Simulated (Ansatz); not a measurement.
Calculated with Ansatz (gas phase, PBE0-D4/def2-TZVP geometries, no zero-point term in ΔE). CCSD(T)/CBS is the MP2 limit (def2-TZVPP, def2-QZVPP) plus CCSD(T) − MP2 in def2-TZVPP, frozen cores. This one scheme is used for every species. DFT in def2-TZVPP. B3LYP here is the variant with VWN-RPA as its local correlation; programs differ in this. One conformer a species, not always the lowest.

Reaction (formal hydrolysis of the Si–C bond): `C=C[SiH2]O[SiH](F)F` + H₂O → `O[SiH2]O[SiH](F)F` + `C=C`

```json
{"level": "PBE-D4", "ΔE (kcal/mol)": "-21.7", "difference from CCSD(T)/CBS": "2.2"}
{"level": "r2SCAN-D4", "ΔE (kcal/mol)": "-24.4", "difference from CCSD(T)/CBS": "-0.5"}
{"level": "PBE0-D4", "ΔE (kcal/mol)": "-22.4", "difference from CCSD(T)/CBS": "1.5"}
{"level": "B3LYP-D4", "ΔE (kcal/mol)": "-24.1", "difference from CCSD(T)/CBS": "-0.2"}
{"level": "ωB97X-V", "ΔE (kcal/mol)": "-24.4", "difference from CCSD(T)/CBS": "-0.5"}
{"level": "ωB97M-V", "ΔE (kcal/mol)": "-24.5", "difference from CCSD(T)/CBS": "-0.6"}
{"level": "B2PLYP", "ΔE (kcal/mol)": "-26.0", "difference from CCSD(T)/CBS": "-2.1"}
{"level": "PBE", "ΔE (kcal/mol)": "-23.2", "difference from CCSD(T)/CBS": "0.7"}
{"level": "r2SCAN", "ΔE (kcal/mol)": "-24.8", "difference from CCSD(T)/CBS": "-0.9"}
{"level": "PBE0", "ΔE (kcal/mol)": "-23.8", "difference from CCSD(T)/CBS": "0.1"}
{"level": "B3LYP", "ΔE (kcal/mol)": "-26.4", "difference from CCSD(T)/CBS": "-2.5"}
{"level": "HF/def2-TZVPP", "ΔE (kcal/mol)": "-29.2", "difference from CCSD(T)/CBS": "-5.3"}
{"level": "MP2/def2-TZVPP", "ΔE (kcal/mol)": "-24.5", "difference from CCSD(T)/CBS": "-0.6"}
{"level": "SCS-MP2/def2-TZVPP", "ΔE (kcal/mol)": "-25.5", "difference from CCSD(T)/CBS": "-1.6"}
{"level": "CCSD/def2-TZVPP", "ΔE (kcal/mol)": "-25.1", "difference from CCSD(T)/CBS": "-1.2"}
{"level": "CCSD(T)/def2-TZVPP", "ΔE (kcal/mol)": "-24.4", "difference from CCSD(T)/CBS": "-0.5"}
{"level": "HF/def2-QZVPP", "ΔE (kcal/mol)": "-29.3", "difference from CCSD(T)/CBS": "-5.4"}
{"level": "MP2/def2-QZVPP", "ΔE (kcal/mol)": "-24.3", "difference from CCSD(T)/CBS": "-0.4"}
{"level": "SCS-MP2/def2-QZVPP", "ΔE (kcal/mol)": "-25.2", "difference from CCSD(T)/CBS": "-1.3"}
{"level": "HF/CBS(def2)", "ΔE (kcal/mol)": "-29.4", "difference from CCSD(T)/CBS": "-5.5"}
{"level": "MP2/CBS(def2)", "ΔE (kcal/mol)": "-24.0", "difference from CCSD(T)/CBS": "-0.1"}
{"level": "CCSD/CBS(def2)", "ΔE (kcal/mol)": "-24.6", "difference from CCSD(T)/CBS": "-0.7"}
{"level": "CCSD(T)/CBS", "ΔE (kcal/mol)": "-23.9", "difference from CCSD(T)/CBS": "0"}
```

Largest T1 diagnostic among the species: 0.012.

In def2-TZVPP, CCSD(T) changes the Hartree–Fock value by +4.7 kcal/mol (the triples alone add +0.7 kcal/mol) and MP2 by +4.6 kcal/mol. The D4 term adds +2.3 kcal/mol with B3LYP and +1.4 kcal/mol with PBE0; it sums over pairs of atoms, weighted by their polarisabilities, and B3LYP, whose exchange is more repulsive, gets the larger term.
